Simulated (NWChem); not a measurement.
# GeBr₂, singlet; SMILES [Br][Ge][Br]

```xyz
3

Ge     0.0000     0.0000     1.0208
Br     1.8137     0.0000    -0.4666
Br    -1.8137     0.0000    -0.4666
```
Atoms are numbered in this order, from 1.

Computed with NWChem. Low-valent species are run as closed-shell singlets; no triplet was tried in these runs. Structure relaxed at the PBE0/def2-SVP level. Ions are spin-unrestricted doublets at the neutral geometry; other ion states weren't tried.

Question: Estimate the computed values for Hartree-Fock/pcseg-2. Quantities: vertical ionisation energy, ΔSCF (eV); −ε(HOMO) (eV).

Answer: The vertical ionisation energy, ΔSCF (eV) is 9.19 and the −ε(HOMO) (eV) is 10.05.
